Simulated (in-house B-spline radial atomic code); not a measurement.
Configurations of the arsenic ion As⁺, with energies counted from [Ar] 3d10 4s2 4p2. All numbers are computed (scalar-relativistic (X2C) r2SCAN0, spin-polarised, spherical fractional occupations; Fermi nucleus of rms radius 4.0968 fm) with a B-spline radial code for spherical atoms, not measured. Shells without spins written out take the highest spin.

Caution: exact exchange at fractional occupations of open shells leaves self-interaction of up to several eV.

Occupations are held fixed; configurations that lie above the ionisation limit could autoionise.

| configuration | E - E(ref) (eV) | highest orbital | its <r> (bohr) |
| --- | --- | --- | --- |
| [Ar] 3d10 4s1 4p3 | 5.369 | 4p up | 2.219 |
| [Ar] 3d10 4s1 4p2 5s1 | 17.504 | 5s up | 4.743 |
| [Ar] 3d10 4s(1 up, 0 down) 4p(0 up, 2 down) 5d(1 up, 0 down) | 26.57 | 5d up | 9.503 |
| [Ar] 3d9 4s2 4p2 5p1 | 58.762 | 5p up | 5.804 |
| [Ar] 3d9 4s2 4p2 5f1 | 63.228 | 5f up | 15.64 |
| [Ne] 3s2 3p5 3d10 4s2 4p3 | 140.53 | 4p up | 2.119 |
| [Ne] 3s2 3p(3 up, 2 down) 3d10 4s2 4p(2 up, 0 down) 5s(0 up, 1 down) | 153.9 | 5s down | 4.702 |

**Question.** Order these further configurations by energy, lowest first.
A. [Ne] 3s2 3p(2 up, 3 down) 3d10 4s2 4p(0 up, 2 down) 5d(0 up, 1 down)
B. [Ar] 3d9 4s2 4p3
C. [Ar] 3d10 4s2 4p1 5p1
D. [Ar] 3d10 4s2 4p(1 up, 1 down)
E. [Ar] 3d10 4s2 4p1 5s1

**Answer.** D (1.9604 eV), E (10.063 eV), C (12.514 eV), B (42.99 eV), A (158.99 eV).

**Question.** How far above the reference does [Ar] 3d9 4s2 4p2 5d1 lie?

**Answer.** 61.423 eV; its least bound orbital is 5d up with <r> = 8.838 bohr.

**Question.** How far above the reference does [Ar] 3d(4 up, 5 down) 4s2 4p(1 up, 1 down) 5f(0 up, 1 down) lie?

**Answer.** 65.635 eV; its least bound orbital is 5f down with <r> = 15.69 bohr.

**Question.** How far above the reference does [Ar] 3d10 4s1 4p2 4f1 lie?

**Answer.** 23.245 eV; its least bound orbital is 4f up with <r> = 9.081 bohr.
